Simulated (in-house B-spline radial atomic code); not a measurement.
Configurations of the zinc ion Zn⁵⁺, with energies counted from [Ar] (3d3/2)4 (3d5/2)3. Computed with a radial B-spline atomic code at the basis-set limit: Dirac-Hartree-Fock, average of each configuration as written, Fermi nucleus of rms radius 3.9283 fm. Energies include first-order Breit, QED and recoil terms.

Occupations are held fixed; configurations that lie above the ionisation limit could autoionise.

```csv
configuration,E - E(ref) (eV),highest orbital,its <r> (bohr)
[Ar] (3d3/2)3 (3d5/2)3 (7f7/2)1,100.19,7f7/2,11.01
[Ne] 3s2 (3p1/2)1 (3p3/2)4 (3d3/2)3 (3d5/2)4 4s1,122.84,4s1/2,1.721
[Ne] 3s2 (3p1/2)2 (3p3/2)3 (3d3/2)4 (3d5/2)3 (5f7/2)1,169.93,5f7/2,5.089
[Ne] 3s2 (3p1/2)2 (3p3/2)3 (3d3/2)4 (3d5/2)3 (5g7/2)1,170.3,5g7/2,4.577
[Ne] 3s2 (3p1/2)1 (3p3/2)4 (3d3/2)3 (3d5/2)4 (6p3/2)1,175.51,6p3/2,5.814
[Ne] 3s2 (3p1/2)2 (3p3/2)3 (3d3/2)2 (3d5/2)5 7s1,178.17,7s1/2,7.947
```

Question: Order these further configurations by energy, lowest first.
A. [Ar] (3d3/2)1 (3d5/2)5 7s1
B. [Ne] 3s2 (3p1/2)1 (3p3/2)4 (3d3/2)3 (3d5/2)4 (6f7/2)1
C. [Ar] (3d3/2)1 (3d5/2)5 4s1
D. [Ar] (3d3/2)1 (3d5/2)6
E. [Ar] (3d3/2)3 (3d5/2)3 (6f7/2)1

Answer: D (0.75379 eV), C (37.518 eV), A (95.303 eV), E (96.496 eV), B (182.25 eV).

Question: How far above the reference does [Ar] (3d3/2)4 (3d5/2)2 (6d3/2)1 lie?

Answer: 92.138 eV; its least bound orbital is 6d3/2 with <r> = 6.7 bohr.

Question: How far above the reference does [Ne] 3s2 (3p1/2)1 (3p3/2)4 (3d3/2)4 (3d5/2)3 6s1 lie?

Answer: 174.93 eV; its least bound orbital is 6s1/2 with <r> = 5.377 bohr.
